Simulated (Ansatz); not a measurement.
Species: C₄H₄NS, charge 0, multiplicity 2. It need not be the lowest isomer of its formula. 
Geometry from a B3LYP-D3(BJ)/def2-TZVP (Ansatz, a program for electronic structure) optimisation:
SMILES: [NH]c1ccsc1
```xyz
10

N     -2.2537    -0.8406    -0.0125
C     -0.9858    -0.4635     0.0052
C      0.2055    -1.2906     0.1540
C      1.3523    -0.5833     0.1291
S      1.0698     1.1238    -0.0751
C     -0.6140     0.8954    -0.1291
H     -2.3152    -1.8538     0.0978
H      0.1598    -2.3642     0.2719
H      2.3633    -0.9467     0.2175
H     -1.2965     1.7195    -0.2535
```
Charge 0, spin multiplicity 2.

Property: atomisation energy (electronic, to ground-state atoms), in kcal/mol. Cores are frozen in the correlated levels unless marked. Open shells are spin-unrestricted. No spin-orbit coupling. No relativistic terms. The coupled-cluster limit lacks core correlation, which all-electron functionals hold. CBS(X,Y): correlation extrapolated as X^-3; Hartree-Fock from the larger set.

```json
[
 {"level": "HF/6-31G", "program": "Ansatz", "atomisation energy (kcal/mol)": "642.7"},
 {"level": "revPBE-D4/def2-TZVPD", "program": "Ansatz + dftd4", "atomisation energy (kcal/mol)": "1061.6"},
 {"level": "wB97M-V/def2-TZVPD", "program": "Ansatz", "atomisation energy (kcal/mol)": "1043.3"},
 {"level": "B2PLYP-D4/def2-TZVPD", "program": "Ansatz + dftd4", "atomisation energy (kcal/mol)": "1031.8"},
 {"level": "CCSD/6-31G", "program": "Ansatz", "atomisation energy (kcal/mol)": "842.0"},
 {"level": "CCSD(T)/cc-pV(Q+d)Z", "program": "Ansatz", "atomisation energy (kcal/mol)": "1020.7"},
 {"level": "CCSD(T)/CBS(cc-pV(T+d)Z,cc-pV(Q+d)Z)", "program": "Ansatz", "atomisation energy (kcal/mol)": "1033.6"}
]
```

The UHF reference is spin-contaminated (<S^2> 0.37 over the pure value in the largest basis).
